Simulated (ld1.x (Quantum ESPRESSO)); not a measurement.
# Transferability test, TM potential for Os

osmium (Os), norm-conserving Troullier–Martins (Kleinman–Bylander form), made with ld1.x (Quantum ESPRESSO) 7.5 (LDA (PZ), scalar-relativistic). Core [Kr] 4d10 4f14 5s2, reference 5p6 5d6 6s2 6p0. Waves: 6s (bound): rc 2.70 bohr; 5p (bound): rc 1.16 bohr; 5d (bound): rc 1.60 bohr. Local part: all-electron potential smoothed inside 2.10 bohr (lloc = -1). Core correction: none.

Energies are relative to the spin-unpolarised reference configuration 5p6 5d6 6s2 6p0; without spin polarisation the order of configurations can differ from experiment. Spin-polarised rows fill each open shell by Hund’s rule, majority spin first.

| valence configuration | charge | ΔE all-electron (eV) | error AE − PS (meV) |
| --- | --- | --- | --- |
| 5p6 5d6 6s1 6p0 | +1 | 9.864 | -8.2 |
| 5p6 5d6 6s0 6p0 | +2 | 27.147 | -30 |
| 5p6 5d5 6s0 6p0 | +3 | 56.302 | +4.0 |
| 5p6 5d6 6s1 6p1 | 0 | 5.143 | -39 |
| 5p6 5d7 6s0 6p0 | +1 | 9.397 | -55 |
| 5p6 5d4 6s0 6p0 | +4 | 98.096 | +41 |
| 5p6 5d6 6s2 6p0 (spin-polarised) | 0 | -2.020 | +317 |
| 5p6 5d6 6s1 6p0 (spin-polarised) | +1 | 6.898 | +381 |

Question: What are ΔE and the potential's error for 5p6 5d6 6s0 6p1?

Answer: ΔE = 16.111 eV all-electron; the error (AE − PS) is -78 meV.

Levels in the configuration 5p6 5d6 6s1 6p1:

```csv
level,all-electron (eV),pseudo (eV)
5p,-52.838,-52.810
5d,-8.107,-8.123
6s,-7.607,-7.638
6p,-2.289,-2.272
```

Note: ghost state, extra bound levels that the all-electron valence spectrum of the same l lacks: s at -23.6 eV. A true bound ghost makes a file unfit for plane-wave use.
